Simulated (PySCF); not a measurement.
H₇N₃Si, SMILES N[SiH](N)N. The structure is a stationary point at PBE0-D3(BJ)/def2-SVP. The values are those of a single conformer.

Computed equilibrium geometry at PBE0-D3(BJ)/def2-SVP (PySCF confirms it by a frequency run) as Cartesian coordinates in Å, and its point group (one conformer of several):
point group Cs.
```xyz
11

Si     0.3364    -0.0785     0.0000
N     -0.2310    -0.6796    -1.5204
N     -0.2310    -0.6796     1.5204
N     -0.1564     1.5731     0.0000
H      1.7892    -0.4457     0.0000
H      0.1656    -1.5283    -1.9061
H     -1.2049    -0.5770    -1.7833
H      0.1656    -1.5283     1.9061
H     -1.2049    -0.5770     1.7833
H     -0.0453     2.1287    -0.8394
H     -0.0453     2.1287     0.8394
```
Charge 0, spin multiplicity 1.
